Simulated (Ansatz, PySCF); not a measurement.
Reaction (SMILES): C=CCC#N + 7 [H][H] (H2) → 4 C (CH4) + N (NH3)
Each molecule is optimised on its own at B3LYP-D3(BJ)/def2-TZVP (Ansatz, a quantum-chemistry and plane-wave program), one conformer each, not searched for the lowest.

Wanted: energy of full hydrogenation (enthalpy at 298 K, with B3LYP-D3(BJ) rigid-rotor harmonic-oscillator terms from PySCF), in kcal/mol. Correlated levels leave the core frozen unless marked. No spin-orbit coupling. No relativistic terms. CBS marks a two-point X^-3 extrapolation of the correlation energy; Hartree-Fock from the larger set. [CCSD(T)-MP2]/basis is that difference in the basis named.

From measured enthalpies of formation at 298 K: -120.3 kcal/mol (C=CCC#N 38.2, CRC Handbook; [H][H] (H2) 0.0, ATcT 1.112; C (CH4) -17.8, ATcT 1.112; N (NH3) -10.9, ATcT 1.112). It holds spin-orbit effects, and any other conformers, which the calculations lack, and core correlation, which the frozen-core levels lack. This is an older compilation, not checked against later work.

```json
[
 {"level": "HF/aug-cc-pVTZ", "program": "Ansatz", "energy of full hydrogenation (kcal/mol)": "-134.1", "error against measurement": "-13.8"},
 {"level": "PBE/def2-TZVPD", "program": "Ansatz", "energy of full hydrogenation (kcal/mol)": "-126.3", "error against measurement": "-6.0"},
 {"level": "PBE-D3(BJ)/def2-TZVPD", "program": "Ansatz + dftd3", "energy of full hydrogenation (kcal/mol)": "-124.9", "error against measurement": "-4.6"},
 {"level": "r2SCAN-D3(BJ)/def2-TZVPD", "program": "Ansatz + dftd3", "energy of full hydrogenation (kcal/mol)": "-127.4", "error against measurement": "-7.1"},
 {"level": "B3LYP/def2-TZVPD", "program": "Ansatz", "energy of full hydrogenation (kcal/mol)": "-124.8", "error against measurement": "-4.5"},
 {"level": "PBE0-D3(BJ)/def2-TZVP", "program": "Ansatz + dftd3", "energy of full hydrogenation (kcal/mol)": "-135.1", "error against measurement": "-14.8"},
 {"level": "RPA@PBE/cc-pVQZ", "program": "Ansatz", "energy of full hydrogenation (kcal/mol)": "-115.7", "error against measurement": "4.6"},
 {"level": "MP2/aug-cc-pVDZ", "program": "Ansatz", "energy of full hydrogenation (kcal/mol)": "-123.1", "error against measurement": "-2.8"},
 {"level": "RI-MP2/cc-pVQZ", "program": "Ansatz", "energy of full hydrogenation (kcal/mol)": "-120.7", "error against measurement": "-0.4"},
 {"level": "SCS-MP2/6-31G*", "program": "Ansatz", "energy of full hydrogenation (kcal/mol)": "-104.5", "error against measurement": "15.8"},
 {"level": "CCSD/aug-cc-pVDZ", "program": "Ansatz", "energy of full hydrogenation (kcal/mol)": "-129.8", "error against measurement": "-9.5"},
 {"level": "CCSD(T)/6-31G*", "program": "Ansatz", "energy of full hydrogenation (kcal/mol)": "-98.6", "error against measurement": "21.7"},
 {"level": "CCSD(T)/aug-cc-pVDZ", "program": "Ansatz", "energy of full hydrogenation (kcal/mol)": "-124.9", "error against measurement": "-4.6"},
 {"level": "CCSD(T)/cc-pVTZ", "program": "Ansatz", "energy of full hydrogenation (kcal/mol)": "-122.3", "error against measurement": "-2.0"},
 {"level": "RI-MP2/CBS(aug-cc-pVTZ,aug-cc-pVQZ)+[CCSD(T)-MP2]/aug-cc-pVTZ", "program": "Ansatz", "energy of full hydrogenation (kcal/mol)": "-123.2", "error against measurement": "-2.9"}
]
```

Nearest to the measured value here: RI-MP2/cc-pVQZ; farthest: CCSD(T)/6-31G*.
